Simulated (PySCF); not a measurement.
Computed shifts of a molecule C₃H₆BF, PySCF with PBE/pcSseg-1, GIAO, gas phase, atoms alike by connectivity averaged where their shifts nearly agree, in ppm (number of nuclei): ¹³C: 142.7 (1), 125.2 (1), 41.8 (1). ¹H: 6.69 (1), 6.05 (1), 5.72 (2), 2.62 (1), 2.45 (1). ¹⁹F: -16.4 (1). References: ¹¹B against BF3 (σ = 83.9 ppm); ¹³C against TMS (σ = 182.0 ppm); ¹H against TMS (σ = 31.49 ppm); ¹⁹F against CFCl3 (σ = 133.6 ppm), references at their B3LYP-D3(BJ)/def2-TZVP geometries, non-relativistic. Geometry: PBE-D3(BJ)/def2-SVP. Other conformers were not sampled.

Which structure fits?
A) FB1CCC1
B) C=CB(C)F
C) C=CCBF

C, C=CCBF
